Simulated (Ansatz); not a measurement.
Ansatz (a first-principles code) input:

Ansatz 0.2 input:
```yaml
crystal:
  periodic: [false, false, false]
  atoms:
    - {symbol: Ba, position_ang: [-0.00000000, -0.00000000, -0.62886067]}
    - {symbol: Cl, position_ang: [0.00000000, 0.00000000, 2.07154102]}
basis:
  gaussian:
    orbitals: def2-TZVP
hamiltonian:
  xc: {name: r2SCAN}
magnetization: {spin_polarized: true, initial_magnetization: 1}
relax: {f_tol: 0.003, max_steps: 100}
```

**Question.** Predict the final energy.

**Answer.** -485.75000 Eh (r2SCAN/def2-TZVP). The basis has 77 functions.
